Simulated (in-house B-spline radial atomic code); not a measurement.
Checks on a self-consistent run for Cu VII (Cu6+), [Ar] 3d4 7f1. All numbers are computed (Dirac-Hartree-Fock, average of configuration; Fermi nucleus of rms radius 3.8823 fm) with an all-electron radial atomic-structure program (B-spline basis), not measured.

```
orbital        q      ε (Eh)     <1/r>        <r²>  small-component weight
  1s1/2        2  -338.55300   29.1593  0.00365366                0.010945
  2s1/2        2   -47.72120   6.39527   0.0644395                0.002094
  2p1/2        2   -42.35284   6.31765   0.0508893               0.0020584
  2p3/2        4   -41.59060   6.17989   0.0523822                0.002025
  3s1/2        2   -10.59479   2.10823    0.518351              0.00050499
  3p1/2        2    -8.75999   1.99969    0.544283              0.00046519
  3p3/2        4    -8.64361   1.97037    0.555652              0.00045813
  3d3/2      1.6    -5.96827   1.77541    0.580278              0.00038251
  3d5/2      2.4    -5.95207   1.76853    0.583909              0.00038067
  7f5/2  0.42857    -0.51158  0.151511     99.5147              1.5075e-05
  7f7/2  0.57143    -0.51159  0.151499     99.5141              1.5075e-05
```

Electron-electron repulsion V_ee = 516.6121 hartree.

(1) What total energy follows from the eigenvalues?

(2) Does the Dirac virial theorem hold?

(3) What diamagnetic shielding (Lamb formula) and susceptibility (Langevin formula) do the radii give?

Answers

(1) The eigenvalues count the repulsion twice, so E = Σqε - V_ee = -1121.246 - 516.612 = -1637.858 hartree; the run printed -1637.858.

(2) For a point nucleus E = -2c²Σq·w, with w the small-component weight. Here Σq·w = 0.043609 and c = 137.0360, so the ratio E/(-2c²Σq·w) is 1.000009; the finite nucleus accounts for the departure from 1.

(3) σ = (α²/3)Σq<1/r> = 131.798/(3·137.036²) = 2339.5 ppm, and χ = -0.79199×10⁻⁶·Σq<r²> = -84.46×10⁻⁶ cm³/mol with Σq<r²> = 106.64 bohr². Both are non-relativistic formulas without the paramagnetism of open shells.
